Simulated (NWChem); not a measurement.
System: TiHOCl₂ cation; SMILES [OH][Ti+]([Cl])[Cl]

Input file for NWChem:

```
start job
memory heap 200 mb stack 900 mb global 1100 mb
charge 1
geometry units angstroms noautosym nocenter noautoz
  Ti     0.353125    -0.000707     0.385642
  Cl    -0.730691    -1.734903    -0.139074
  Cl    -0.726983     1.735308    -0.140719
  O      1.868399    -0.002687    -0.350994
  H      2.602409    -0.004172    -0.992221
end
basis spherical
  Ti library sto-3g
  Cl library sto-3g
  O library sto-3g
  H library sto-3g
end
dft
  xc hfexch
  iterations 150
end
property
  shielding 4 1 2 4 5
end
task dft property
```

Parts of the log:

```
             Northwest Computational Chemistry Package (NWChem) 7.3.0
             --------------------------------------------------------

                             Geometry "geometry" -> ""
                             -------------------------

 Output coordinates in angstroms (scale by  1.889725989 to convert to a.u.)

  No.       Tag          Charge          X              Y              Z
 ---- ---------------- ---------- -------------- -------------- --------------
    1 Ti                  22.0000     0.35312500    -0.00070700     0.38564200
    2 Cl                  17.0000    -0.73069100    -1.73490300    -0.13907400
    3 Cl                  17.0000    -0.72698300     1.73530800    -0.14071900
    4 O                    8.0000     1.86839900    -0.00268700    -0.35099400
    5 H                    1.0000     2.60240900    -0.00417200    -0.99222100

 Effective nuclear repulsion energy (a.u.)     346.2360367094

  xc_inp: hfexch multiplicative factor not found.
                              NWChem Property Module
                              ----------------------

  itol2e modified to match energy
  convergence criterion.

                                 NWChem DFT Module
                                 -----------------

 Summary of "ao basis" -> "ao basis" (spherical)
 ------------------------------------------------------------------------------
       Tag                 Description            Shells   Functions and Types
 ---------------- ------------------------------  ------  ---------------------
 Ti                          sto-3g                  8       18   4s3p1d
 Cl                          sto-3g                  5        9   3s2p
 O                           sto-3g                  3        5   2s1p
 H                           sto-3g                  1        1   1s

  itol2e modified to match energy
  convergence criterion.

            General Information
            -------------------
          SCF calculation type: DFT
          Wavefunction type:  closed shell.
          No. of atoms     :     5
          No. of electrons :    64
           Alpha electrons :    32
            Beta electrons :    32
          Charge           :     1
          Spin multiplicity:     1
          Use of symmetry is: off; symmetry adaption is: off
          Maximum number of iterations: 150
          AO basis - number of functions:    42
                     number of shells:    22
          Convergence on energy requested:  1.00D-07
          Convergence on density requested:  1.00D-05
          Convergence on gradient requested:  5.00D-04

              XC Information
              --------------
                     Hartree-Fock (Exact) Exchange  1.000

      Superposition of Atomic Density Guess
      -------------------------------------

 Sum of atomic energies:       -1822.88896030

 Renormalizing density from      65.00 to     64

      Non-variational initial energy
      ------------------------------

 Total energy =   -1805.371594
 1-e energy   =   -3153.576857
 2-e energy   =    1001.969226
 HOMO         =      -0.599711
 LUMO         =      -0.167036

   convergence    iter        energy       DeltaE   RMS-Dens  Diis-err
 ---------------- ----- ----------------- --------- --------- ---------
 d= 0,ls=0.0,diis     1  -1823.2426977885 -2.17D+03  4.42D-02  9.70D-01
 d= 0,ls=0.0,diis     2  -1823.3436167854 -1.01D-01  1.71D-02  7.41D-01
 d= 0,ls=0.0,diis     3  -1823.4510204663 -1.07D-01  1.68D-03  2.72D-03
 d= 0,ls=0.0,diis     4  -1823.4516861139 -6.66D-04  5.34D-04  1.87D-04
 d= 0,ls=0.0,diis     5  -1823.4517475567 -6.14D-05  2.35D-04  1.80D-05
  Resetting Diis
 d= 0,ls=0.0,diis     6  -1823.4517566048 -9.05D-06  6.99D-05  1.17D-06
 d= 0,ls=0.0,diis     7  -1823.4517573328 -7.28D-07  9.62D-06  7.26D-08
 d= 0,ls=0.0,diis     8  -1823.4517573684 -3.55D-08  9.25D-06  2.10D-08

         Total DFT energy =    -1823.451757368360
      One electron energy =    -3183.409942746624
           Coulomb energy =     1118.031207515010
    Exchange-Corr. energy =     -104.309058846178
 Nuclear repulsion energy =      346.236036709432

 Numeric. integr. density =        0.000000000000

                       DFT Final Molecular Orbital Analysis
                       ------------------------------------

 Vector   30  Occ=2.000000D+00  E=-6.422261D-01
              MO Center= -5.8D-01, -8.6D-04, -8.8D-02, r^2= 3.8D+00
   Bfn.  Coefficient  Atom+Function         Bfn.  Coefficient  Atom+Function
  ----- ------------  ---------------      ----- ------------  ---------------
    27      0.579190  2 Cl pz                36      0.578793  3 Cl pz
    25     -0.311133  2 Cl px                34     -0.310984  3 Cl px
    23     -0.158065  2 Cl pz                32     -0.157957  3 Cl pz
    13      0.151106  1 Ti pz                17      0.150236  1 Ti d  1
    41     -0.146356  4 O  pz                11     -0.120882  1 Ti px

 Vector   31  Occ=2.000000D+00  E=-6.303515D-01
              MO Center= -5.5D-01,  9.1D-04, -9.2D-02, r^2= 3.9D+00
   Bfn.  Coefficient  Atom+Function         Bfn.  Coefficient  Atom+Function
  ----- ------------  ---------------      ----- ------------  ---------------
    27      0.651718  2 Cl pz                36     -0.651932  3 Cl pz
    15     -0.195024  1 Ti d -1              40     -0.187482  4 O  py
    23     -0.177222  2 Cl pz                32      0.177281  3 Cl pz
    26     -0.155461  2 Cl py                35     -0.156238  3 Cl py
    12     -0.117679  1 Ti py                 8      0.073548  1 Ti py

[...]

          -----------------------------------------
          Chemical Shielding Tensors (GIAO, in ppm)
          -----------------------------------------

                                NWChem CPHF Module
                                ------------------

  scftype          =     RHF
  nclosed          =       32
  nopen            =        0
  variables        =      320
  # of vectors     =        3
  tolerance        = 0.10D-03
  level shift      = 0.00D+00
  max iterations   =       50
  max subspace     =       30

 SCF residual:    7.6570130937102571E-005

Iterative solution of linear equations
  No. of variables      320
  No. of equations        3
  Maximum subspace       30
        Iterations       50
       Convergence  1.0D-04

   iter   nsub   residual    time
   ----  ------  --------  ---------
     1      3    2.18D+00       7.1
     2      6    1.97D-01       7.7
     3      9    3.27D-02       8.3
     4     12    1.01D-02       8.9
     5     15    2.00D-03       9.5
     6     18    2.63D-04      10.1
     7     21    4.89D-05      10.7

      Atom:    1  Ti
        Diamagnetic
   1594.7464      0.0038      0.5851
      0.0038   1597.9357     -0.0041
      0.5851     -0.0041   1590.3031

        Paramagnetic
   -444.3199      0.1101     -1.2584
      0.1101   -319.8127     -0.1082
     -1.2584     -0.1082   -577.9357

        Total Shielding Tensor
   1150.4265      0.1139     -0.6733
      0.1139   1278.1229     -0.1123
     -0.6733     -0.1123   1012.3673

           isotropic =    1146.9723
          anisotropy =     196.7262

          Principal Components and Axis System
                 1           2           3
             1278.1231   1150.4297   1012.3640

      1         0.0009      1.0000      0.0049
      2         1.0000     -0.0009      0.0004
      3        -0.0004     -0.0049      1.0000

      Atom:    2  Cl
        Diamagnetic
   1127.7593      4.1980      1.3821
      4.1980   1133.1002      2.1137
      1.3821      2.1137   1126.0691

        Paramagnetic
   -210.9023    100.7970     66.9232
    100.7970    -87.8382    -23.9004
     66.9232    -23.9004   -197.4163

        Total Shielding Tensor
    916.8570    104.9950     68.3054
    104.9950   1045.2619    -21.7867
     68.3054    -21.7867    928.6528

           isotropic =     963.5906
          anisotropy =     212.7893

          Principal Components and Axis System
                 1           2           3
             1105.4502    970.8182    814.5035

      1         0.5095      0.4144      0.7542
      2         0.8556     -0.3370     -0.3928
      3         0.0914      0.8454     -0.5263

      Atom:    3  O
        Diamagnetic
    404.0060     -0.0578    -22.4619
     -0.0578    364.1173      0.0345
    -22.4619      0.0345    377.6913

        Paramagnetic
    -13.4962     -0.1416    -22.9351
     -0.1416   -179.7039     -0.0519
    -22.9351     -0.0519   -190.2384

        Total Shielding Tensor
    390.5099     -0.1994    -45.3970
     -0.1994    184.4134     -0.0174
    -45.3970     -0.0174    187.4529

           isotropic =     254.1254
          anisotropy =     219.1077

          Principal Components and Axis System
                 1           2           3
              400.1972    184.4137    177.7652

      1         0.9780     -0.0010      0.2087
      2        -0.0009      1.0000      0.0088
      3        -0.2087     -0.0088      0.9779

      Atom:    4  H
        Diamagnetic
     34.2785     -0.0343    -14.2911
     -0.0343     14.9520      0.0261
    -14.2911      0.0261     25.7529

        Paramagnetic
      0.2614      0.0133      6.0540
      0.0133      5.1887     -0.0153
      6.0540     -0.0153     -1.7987

        Total Shielding Tensor
     34.5399     -0.0209     -8.2371
     -0.0209     20.1407      0.0108
     -8.2371      0.0108     23.9541

           isotropic =      26.2116
          anisotropy =      19.2397

          Principal Components and Axis System
                 1           2           3
               39.0380     20.1407     19.4560

      1         0.8777      0.0007      0.4793
      2        -0.0012      1.0000      0.0008
      3        -0.4793     -0.0013      0.8777
```

Level: Hartree-Fock/STO-3G, GIAO. STO-3G and 3-21G are far too small for this property and stand as cheap habits. Coordinates come from a PBE0/def2-SVP optimisation. The spin multiplicity was typed, not searched, and may not be the lowest. The output numbers the shielded atoms by their place in the input's list. The printed shielding anisotropy is the first printed principal value minus the mean of the other two.
